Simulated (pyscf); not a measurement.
Single points on ωB97X-D3(BJ)/def2-SVP structures (PySCF, gas phase).

SMILES: O[SiH2][In]([Cl])[Cl]
```xyz
8

O     -0.9163    -0.7430    -1.8659
Si    -1.7766     0.3737    -0.9877
In    -0.2007     2.3527    -1.0832
Cl     1.7590     1.4226    -2.0497
Cl     0.0386     4.6165    -0.6142
H      0.0105    -0.5299    -2.0492
H     -1.9993    -0.0361     0.4256
H     -3.0866     0.6560    -1.6272
```

**Question.** How much does it cost (ΔH, 298 K, ωB97M-D3(BJ)/def2-TZVP) to split `[OH][SiH2][In]([Cl])[Cl]` at its In–Si bond into HO–SiH₂• + [Cl–In–Cl]•?

**Answer.** In–Si to HO–SiH₂• + [Cl–In–Cl]•: 253.3 kJ/mol. The 7 functionals that were run give +229.2 (PBE) to +279.3 kJ/mol (ωB97X-D3(BJ)). The radicals are drawn with the spin at the cut bond; how far it spreads was not checked. Other isomers of HO–SiH₂• were not searched in full and may lie lower. Elements past Kr carry the def2 core potentials, without spin-orbit coupling.
